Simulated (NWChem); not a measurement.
C$_{2}$H$_{4}$ClNOSi; SMILES O[Si@@]1(Cl)C=NC1

```xyz
10

O      1.9477    -0.3894     0.0205
Si     0.3368    -0.0235     0.0053
Cl    -0.7420    -1.8195     0.0328
C     -0.2804     1.3642     1.1037
N     -0.6852     2.1010     0.1251
C     -0.3542     1.3403    -1.1281
H      2.2219    -1.2912    -0.2002
H     -0.3945     1.6803     2.1405
H     -1.2555     1.1461    -1.7177
H      0.3498     1.9069    -1.7461
```
Atoms are numbered in this order, from 1.

All runs: NWChem. Medium grid unless said otherwise, to which SCAN and Minnesota functionals are sensitive. Coordinates come from a B3LYP/6-31G* (spherical d) optimisation. B3LYP is NWChem's, with the RPA form of VWN correlation. Total energies of different functionals are on different scales.

```csv
level,energy (Ha),highest occupied level (eV),orbital gap (eV),dipole (D)
PBE/def2-TZVP,-957.8799,-6.03,3.67,1.61
B3LYP/def2-TZVP,-958.4909,-7.15,5.67,1.77
Hartree-Fock/def2-TZVP,-955.9772,[?],[?],[?]
CAM-B3LYP/def2-TZVP,-958.3853,-8.75,8.72,1.88
r2SCAN/def2-TZVP,-958.2904,-6.27,4.10,1.70
M06-2X/def2-TZVP,-958.3406,-8.67,8.43,1.83
```

Q: What belongs in the gaps?

A: 
- Hartree-Fock/def2-TZVP, highest occupied level (eV): -10.72
- Hartree-Fock/def2-TZVP, orbital gap (eV): 13.50
- Hartree-Fock/def2-TZVP, dipole (D): 2.04
